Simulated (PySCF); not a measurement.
Vertical excitations of a molecule C4H12O3Si from PySCF 2.14.0 with TDA-ωB97X/def2-SVP, as energy in eV (oscillator strength): 8.81 (0.036), 8.87 (0.105), 9.22 (0.021), 9.54 (0.028), 9.79 (0.040), 10.03 (0.035), 10.09 (0.013), 10.18 (0.044), 10.35 (0.005), 10.44 (0.012). Lowest triplet (TDA): 8.33 eV. Coordinates come from a r2SCAN-D4/def2-SVP optimisation. One conformer was computed; it need not be the lowest.

Problem. Which structure fits?
(A) CC[Si](O)(OC)OC
(B) CCCC[Si](O)(O)O
(C) CCO[SiH](OC)OC
(D) CC(C)(C)O[SiH](O)O

Solution. B, CCCC[Si](O)(O)O
